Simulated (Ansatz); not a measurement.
SbCl3, SMILES [Cl][Sb]([Cl])[Cl].

Geometry optimised at r2SCAN-D4/def2-SVP. The isomer is the one that the SMILES or the coordinates give; other isomers of the formula were not compared. The def2 effective core potentials stand for the cores of Sb; spin–orbit coupling is left out.

Two levels are set side by side: PBE/def2-SVPD (Ansatz, an electronic-structure program) and PBE0/def2-SVPD (Ansatz). Energy differences of separate SCF runs at the same geometry; the states with an electron removed or added have multiplicity 2 and 2. Differences are taken from unrounded values.

```csv
quantity,PBE0,PBE,PBE minus PBE0
vertical ionisation energy (eV),10.71,10.38,-0.33
vertical electron affinity (eV),0.61,0.53,-0.07
vertical singlet–triplet gap (eV),4.45,4.33,-0.12
```
